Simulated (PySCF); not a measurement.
Molecule: diisopropyl ether (CC(OC(C)C)C, C₆H₁₄O).

Bonds (- single, = double, # triple, : aromatic): C1-C2, C2-C3, C2-O4, O4-C5, C5-C6, C5-C7. C1 carries H8, H9, H10; C2 carries H11; C3 carries H12, H13, H14; C5 carries H15; C6 carries H16, H17, H18; C7 carries H19, H20, H21.

Geometry PBE0-D3(BJ)/def2-SVP throughout; GIAO in PySCF, gas phase, one conformer, non-relativistic; equivalent atoms averaged; basis pcSseg-1.

(1) How do the absolute shieldings σ depend on the functional? (ppm; last column core-seconds on shared hosts with different chips, so compare them loosely; the GGAs took longer than the global hybrids here, which isn't the general rule, and the cause wasn't traced)

(2) Which nucleus moves most, in ppm?

Results:

(1) 
```tsv
functional	kind	C2/C5	C1/C3/C6/C7	O4	H11/H15	H8/H9/H10/H12/H13/H14/H16/H17/H18/H19/H20/H21	core-s
HF	Hartree–Fock	131.1	167.9	279.1	28.95	30.61	12
KT3	GGA	113.3	159.5	226.4	27.93	30.27	40
B97-D	GGA	108.8	155.6	228.6	27.99	30.32	34
PBE0	global hybrid	116.3	161.1	241.7	28.06	30.22	29
mPW1PW91	global hybrid	115.6	160.2	242.4	28.13	30.27	21
B97-2	global hybrid	115.9	160.4	242.0	28.16	30.32	21
BHandHLYP	global hybrid	117.7	160.4	251.5	28.42	30.38	22
CAM-B3LYP	range-separated hybrid	113.8	158.7	244.1	28.16	30.26	29
wB97X-D	range-separated hybrid	116.8	160.8	247.6	28.24	30.32	35
```

(2) O4 (ether oxygen): from 226.4 ppm with KT3 to 279.1 ppm with HF. The smallest spread is 0.40 ppm, at H8/H9/H10/H12/H13/H14/H16/H17/H18/H19/H20/H21. Proton shifts span only some 12 ppm, so a few tenths of a ppm matter as much there as several ppm in carbon.
